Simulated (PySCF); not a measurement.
H2Sn, charge +1, multiplicity 2. Atoms are numbered in the order given.

```xyz
3

Sn     0.0000     0.0000     0.0337
H      0.0000     1.5150    -0.8417
H      0.0000    -1.5150    -0.8417
```
Charge +1, spin multiplicity 2.

Geometry optimised at PBE-D3(BJ)/def2-TZVPD. The def2 effective core potentials stand for the cores of Sn; spin–orbit coupling is left out.

Computed with ωB97X/def2-TZVPD (PySCF).

Mulliken values depend strongly on the basis, most of all with diffuse functions as here. ESP charges are fitted to the potential on shells at 1.4 to 2.0 van der Waals radii. Atomic charges (e):

| atom | ESP fit | Mulliken | Mulliken spin |
|---|---|---|---|
| Sn1 | 0.96 | 0.83 | 0.69 |
| H2 | 0.02 | 0.09 | 0.15 |
| H3 | 0.02 | 0.09 | 0.15 |
